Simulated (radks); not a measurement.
Values are calculated unless marked as measured or tabulated.
Question: Species: the nitrogen ion N4+. Configuration: 1s1.5 2s1.5 (fractional occupations, a model configuration). Level of theory: non-relativistic Kohn-Sham, AM05, spin-polarised, spherical densities, point nucleus; open shells are filled with parallel spins first (a radial shooting solver on a logarithmic mesh with Libxc functionals). Some entries of the table are withheld. Estimate them.

orbital  occ.  eigenvalue (Ry)  <1/r> (bohr^-1)
1s up       1              (1)            6.783
1s down   0.5              (2)            6.728
2s up       1              (3)              (4)
2s down   0.5              (5)              (6)

Answer: 
(1) 1s up eigenvalue (Ry): -37.73263
(2) 1s down eigenvalue (Ry): -36.80819
(3) 2s up eigenvalue (Ry): -6.88040
(4) 2s up <1/r> (bohr^-1): 1.448
(5) 2s down eigenvalue (Ry): -6.66737
(6) 2s down <1/r> (bohr^-1): 1.428
